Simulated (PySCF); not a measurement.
# A small calculation by hand: oscillator strength and radiative lifetime

C2H8AlFSi, SMILES F[SiH2][Al]([CH3])[CH3].

Geometry: ωB97X-D3(BJ)/def2-SVP. The structure was generated by enumeration; whether it is a known compound was not checked. Other conformers were not sampled.

TDDFT-LC-ωPBE/def2-SVPD (PySCF) puts the first singlet state with f over 0.02 at 5.88 eV (vertical), with the transition dipole (0.056, 0.572, -0.053) in atomic units.

### Question
Find the oscillator strength, the wavelength and the radiative lifetime that this transition would have in vacuum if emission retraced absorption.

### Answer

|μ|² = 0.3331 au, so |μ| = 1.47 D. ΔE = 5.88/27.211 = 0.2161 hartree. f = (2/3) ΔE |μ|² = 0.048 (the program prints 0.048).
λ = 1239.84/5.88 = 211 nm; ν = 47425 cm⁻¹.
Einstein's coefficient A = 0.6670 ν² f s⁻¹ (ν in cm⁻¹) = 7.2e7 s⁻¹, so τ = 1/A = 14 ns. This state is S3; the lower singlets have f = 0.015, 0.000. The figure is the radiative limit of this one transition; relaxation, internal conversion, crossing to triplets and a medium change what is measured.
